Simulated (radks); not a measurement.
The numbers below are computed, except where a source is named.
The dysprosium ion Dy+ inside a hard spherical wall (all orbitals vanish at R), configuration held at [Xe] 4f10 6s1 and not refilled when levels cross. Code: a radial shooting solver on a logarithmic mesh with Libxc functionals. Model: scalar-relativistic Kohn-Sham, PBEsol, spin-unpolarised, spherical densities, point nucleus. Eigenvalues in eV, with the zero of energy where the potential of the charges vanishes at infinity; a dash marks a level that is unbound or too diffuse for the functional's potential to be trusted. A positive occupied level is held by the wall or, in an anion where self-interaction has pushed it up, behind a barrier. The pressure on the wall is -dE/dV.

R (bohr),E (hartree),kinetic (hartree),e(5s),e(5p),e(4f),e(6s),"e(5d, empty)","e(6p, empty)",pressure (GPa)
free,-12153.0119,13111.801,-55.472,-31.874,-9.594,-8.836,-6.879,-5.388,0
15,-12153.0119,13111.801,-55.472,-31.874,-9.594,-8.836,-6.879,-5.387,< 0.0001
10,-12153.0116,13111.805,-55.452,-31.854,-9.574,-8.816,-6.859,-5.293,0.00911
8,-12153.0082,13111.833,-55.318,-31.724,-9.443,-8.656,-6.725,-4.836,0.158
6,-12152.9758,13112.016,-54.681,-31.112,-8.803,-7.476,-5.976,-2.453,2.63
5,-12152.8996,13112.362,-53.818,-30.299,-7.891,-5.122,-4.756,1.517,12.2
4,-12152.6229,13113.569,-51.756,-28.336,-5.541,2.081,-1.462,12.158,77.0
3.5,-12152.2140,13115.369,-49.439,-25.999,-2.748,10.990,2.405,24.135,233
3,-12151.1988,13119.756,-44.850,-21.032,2.890,29.288,10.188,47.043,830
2.5,-12148.3379,13131.330,-34.693,-9.254,14.887,69.945,27.408,94.695,3560
1.5,-12101.4971,13288.216,86.079,132.66,110.74,461.24,204.71,514.95,156000
